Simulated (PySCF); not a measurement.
H₆PSi, SMILES [SiH3][PH3+], charge +1. The structure is a stationary point at PBE0-D3(BJ)/def2-TZVP. The isomer is the one that the SMILES or the coordinates give; other isomers of the formula were not compared.

Computed equilibrium geometry at PBE0-D3(BJ)/def2-TZVP (PySCF confirms it by a frequency run) as Cartesian coordinates in Å, and its point group:
point group C3v.
```xyz
8

Si     0.0000     0.0000    -1.2086
P      0.0000     0.0000     1.0995
H      1.2491    -0.7212    -1.5174
H      0.0000     1.4424    -1.5174
H     -1.2491    -0.7212    -1.5174
H      0.0000    -1.2871     1.6602
H     -1.1147     0.6436     1.6602
H      1.1147     0.6436     1.6602
```
Charge +1, spin multiplicity 1.
